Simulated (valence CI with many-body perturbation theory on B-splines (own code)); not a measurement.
# E1 transitions of Er LXIV

Calculated by configuration interaction combined with many-body perturbation theory (CI+MBPT): three valence electrons over a frozen Dirac-Fock core [He], a basis of 11 s, 11 p, 10 d, 8 f, 5 g, 2 h functions for each j, with the one-electron correlation potential Σ1, the two-electron term Σ2, the three-electron term Σ3, Breit, model QED; selected CI, second order for the rest, scaled by the run's own slope (own B-spline code, finite nucleus).

The last digits are not significant, and no measured levels were compared; by estimate large intervals hold to a few tenths of a per cent, small ones and those within an open d or f shell to about a per cent.

Lines 151 to 200 of 577 in falling wavelength, among levels below 12651 eV, chosen from the strongest by gf and those to the six lowest levels. Wavelengths and rates use the calculated energies. Electric multipoles are in the length gauge with retardation, E1 and E2 with the static RPA response of the core. Weak lines are less certain than strong ones. Lines between different terms over intervals too small for the method are left out, as are lines whose strength nearly cancels.

Levels are named by their leading jj configuration (3d3/2^4 stands for four electrons in 3d with j = 3/2), which in mixed levels can hold well under half, so a name can repeat and another be missing. Letters in brackets count levels of one name in rising energy.

| λ vac (nm) | Upper | Lower | A (s⁻¹) | S (a.u.) with core polarisation | S without |
| --- | --- | --- | --- | --- | --- |
| 1.037 | (2p3/2^2 3d5/2) J=5/2 [a] | (2s 2p3/2 3d5/2) J=5/2 [b] | 1.46e+12 | 4.82e-03 | 4.82e-03 |
| 1.034 | (2p3/2^2 3d5/2) J=3/2 | (2s 2p3/2 3d5/2) J=5/2 [b] | 1.33e+12 | 2.92e-03 | 2.92e-03 |
| 1.033 | (2p3/2^2 3p3/2) J=3/2 [a] | (2s 2p3/2 3p3/2) J=1/2 [b] | 2.94e+12 | 6.40e-03 | 6.41e-03 |
| 1.033 | (2p1/2 2p3/2^2) J=3/2 | (2s 2p1/2 2p3/2) J=1/2 | 2.95e+12 | 6.42e-03 | 6.43e-03 |
| 1.022 | (2p1/2 2p3/2 3d5/2) J=3/2 [a] | (2s 2p1/2 3d5/2) J=3/2 | 1.72e+12 | 3.62e-03 | 3.62e-03 |
| 1.020 | (2p1/2 2p3/2 3d5/2) J=5/2 [a] | (2s 2p1/2 3d5/2) J=5/2 [b] | 1.30e+12 | 4.10e-03 | 4.11e-03 |
| 1.020 | (2p1/2 2p3/2 3p3/2) J=3/2 [a] | (2s 2p1/2 3p3/2) J=3/2 [b] | 1.80e+12 | 3.77e-03 | 3.77e-03 |
| 1.016 | (2p1/2 2p3/2^2) J=5/2 | (2s 2p1/2 2p3/2) J=3/2 [b] | 3.58e+12 | 1.11e-02 | 1.11e-02 |
| 1.016 | (2p1/2 2p3/2 3d3/2) J=5/2 [a] | (2s 2p1/2 3d3/2) J=5/2 | 1.87e+12 | 5.81e-03 | 5.82e-03 |
| 1.013 | (2p1/2 2p3/2 3p1/2) J=3/2 [a] | (2s 2p1/2 3p1/2) J=3/2 | 1.69e+12 | 3.47e-03 | 3.48e-03 |
| 1.012 | (2p1/2 2p3/2 3d5/2) J=9/2 | (2s 2p1/2 3d5/2) J=7/2 | 3.05e+12 | 1.56e-02 | 1.56e-02 |
| 1.012 | (2p1/2 2p3/2 3s) J=3/2 [b] | (2s 2p1/2 3s) J=1/2 [b] | 2.85e+12 | 5.83e-03 | 5.84e-03 |
| 1.012 | (2p1/2 2p3/2 3p3/2) J=7/2 | (2s 2p1/2 3p3/2) J=5/2 | 3.45e+12 | 1.41e-02 | 1.41e-02 |
| 1.011 | (2p1/2 2p3/2 3d5/2) J=5/2 [a] | (2s 2p1/2 3d5/2) J=7/2 | 9.24e+11 | 2.83e-03 | 2.83e-03 |
| 1.011 | (2p3/2^3) J=3/2 | (2s 2p3/2^2) J=3/2 | 7.77e+12 | 1.58e-02 | 1.59e-02 |
| 1.010 | (2p3/2^3) J=3/2 | (2s 2p3/2^2) J=1/2 | 1.76e+12 | 3.57e-03 | 3.58e-03 |
| 1.008 | (2p3/2^2 3p3/2) J=1/2 | (2s 2p3/2 3p3/2) J=1/2 [a] | 3.37e+12 | 3.41e-03 | 3.41e-03 |
| 1.008 | (2p3/2^2 3d5/2) J=5/2 [b] | (2s 2p3/2 3d5/2) J=3/2 [b] | 1.05e+12 | 3.20e-03 | 3.20e-03 |
| 1.008 | (2p1/2 2p3/2 3p3/2) J=3/2 [b] | (2s 2p1/2 3p3/2) J=1/2 | 1.72e+12 | 3.47e-03 | 3.48e-03 |
| 1.007 | (2p3/2^2 3p3/2) J=3/2 [b] | (2s 2p3/2 3p3/2) J=3/2 [b] | 4.07e+12 | 8.22e-03 | 8.23e-03 |
| 1.007 | (2s 2p3/2 3d3/2) J=3/2 [b] | (2s^2 3d3/2) J=3/2 | 3.42e+12 | 6.89e-03 | 6.90e-03 |
| 1.007 | (2p1/2 2p3/2 3d5/2) J=5/2 [b] | (2s 2p1/2 3d5/2) J=3/2 | 1.48e+12 | 4.48e-03 | 4.48e-03 |
| 1.006 | (2s 2p3/2 3d5/2) J=7/2 [b] | (2s^2 3d5/2) J=5/2 | 4.38e+12 | 1.76e-02 | 1.77e-02 |
| 1.006 | (2p1/2 2p3/2 3d5/2) J=5/2 [b] | (2s 2p1/2 3d5/2) J=5/2 [b] | 1.02e+12 | 3.08e-03 | 3.09e-03 |
| 1.005 | (2p3/2^2 3p3/2) J=5/2 | (2s 2p3/2 3p3/2) J=5/2 [a] | 2.49e+12 | 7.48e-03 | 7.49e-03 |
| 1.005 | (2p3/2^2 3d5/2) J=7/2 | (2s 2p3/2 3d5/2) J=7/2 [a] | 1.64e+12 | 6.58e-03 | 6.59e-03 |
| 1.005 | (2p3/2^2 3d5/2) J=5/2 [b] | (2s 2p3/2 3d5/2) J=5/2 [b] | 2.94e+12 | 8.83e-03 | 8.84e-03 |
| 1.005 | (2p3/2^2 3d3/2) J=3/2 [b] | (2s 2p3/2 3d3/2) J=1/2 [b] | 1.51e+12 | 3.03e-03 | 3.04e-03 |
| 1.005 | (2p1/2 2p3/2 3d5/2) J=7/2 [a] | (2s 2p1/2 3d5/2) J=5/2 [a] | 2.72e+12 | 1.09e-02 | 1.09e-02 |
| 1.004 | (2p1/2 2p3/2 3d3/2) J=5/2 [b] | (2s 2p1/2 3d3/2) J=3/2 [b] | 3.06e+12 | 9.19e-03 | 9.20e-03 |
| 1.004 | (2s 2p3/2 3p3/2) J=5/2 [b] | (2s^2 3p3/2) J=3/2 | 4.85e+12 | 1.45e-02 | 1.46e-02 |
| 1.004 | (2p1/2 2p3/2 3d3/2) J=3/2 [b] | (2s 2p1/2 3d3/2) J=1/2 | 1.62e+12 | 3.24e-03 | 3.24e-03 |
| 1.003 | (2p1/2 2p3/2 3d3/2) J=7/2 | (2s 2p1/2 3d3/2) J=5/2 | 3.06e+12 | 1.22e-02 | 1.22e-02 |
| 1.002 | (2p1/2 2p3/2 3p1/2) J=5/2 | (2s 2p1/2 3p1/2) J=3/2 | 3.47e+12 | 1.04e-02 | 1.04e-02 |
| 1.002 | (2p1/2 2p3/2 3p3/2) J=5/2 [a] | (2s 2p1/2 3p3/2) J=3/2 [a] | 2.38e+12 | 7.10e-03 | 7.11e-03 |
| 1.001 | (2p1/2 2p3/2 3p1/2) J=3/2 [b] | (2s 2p1/2 3p1/2) J=1/2 [b] | 3.57e+12 | 7.07e-03 | 7.08e-03 |
| 1.001 | (2p1/2 2p3/2 3d5/2) J=7/2 [b] | (2s 2p1/2 3d5/2) J=5/2 [b] | 1.67e+12 | 6.61e-03 | 6.62e-03 |
| 1.001 | (2p3/2^2 3d3/2) J=3/2 [b] | (2s 2p3/2 3d3/2) J=5/2 [b] | 2.09e+12 | 4.14e-03 | 4.14e-03 |
| 1.000 | (2p1/2 2p3/2 3d3/2) J=3/2 [b] | (2s 2p1/2 3d3/2) J=3/2 [b] | 1.74e+12 | 3.44e-03 | 3.45e-03 |
| 0.9990 | (2s 2p3/2 3d5/2) J=5/2 [a] | (2s^2 3d3/2) J=3/2 | 1.49e+12 | 4.40e-03 | 4.41e-03 |
| 0.9977 | (2p3/2^2 3d5/2) J=7/2 | (2s 2p3/2 3d5/2) J=5/2 [a] | 1.05e+12 | 4.11e-03 | 4.12e-03 |
| 0.9977 | (2p3/2^2 3p1/2) J=1/2 | (2s 2p3/2 3p1/2) J=3/2 [b] | 5.67e+12 | 5.56e-03 | 5.57e-03 |
| 0.9973 | (2p3/2^2 3s) J=1/2 | (2s 2p3/2 3s) J=3/2 [b] | 5.58e+12 | 5.47e-03 | 5.48e-03 |
| 0.9973 | (2p3/2^2 3d3/2) J=3/2 [b] | (2s 2p3/2 3d5/2) J=5/2 [a] | 2.21e+12 | 4.32e-03 | 4.33e-03 |
| 0.9967 | (2p1/2 2p3/2 3s) J=5/2 | (2s 2p1/2 3s) J=3/2 | 3.41e+12 | 1.00e-02 | 1.00e-02 |
| 0.9966 | (2p3/2^2 3p1/2) J=1/2 | (2s 2p3/2 3p1/2) J=1/2 | 2.68e+12 | 2.62e-03 | 2.62e-03 |
| 0.9965 | (2p1/2 2p3/2 3d3/2) J=1/2 [b] | (2s 2p1/2 3d3/2) J=1/2 | 3.22e+12 | 3.14e-03 | 3.15e-03 |
| 0.9962 | (2p1/2 2p3/2 3p1/2) J=1/2 | (2s 2p1/2 3p1/2) J=1/2 [a] | 3.43e+12 | 3.35e-03 | 3.35e-03 |
| 0.9957 | (2s 2p3/2 3d3/2) J=5/2 [b] | (2s^2 3d3/2) J=3/2 | 2.98e+12 | 8.71e-03 | 8.72e-03 |
| 0.9956 | (2p1/2 2p3/2 3d5/2) J=3/2 [b] | (2s 2p1/2 3d5/2) J=5/2 [b] | 2.63e+12 | 5.12e-03 | 5.13e-03 |
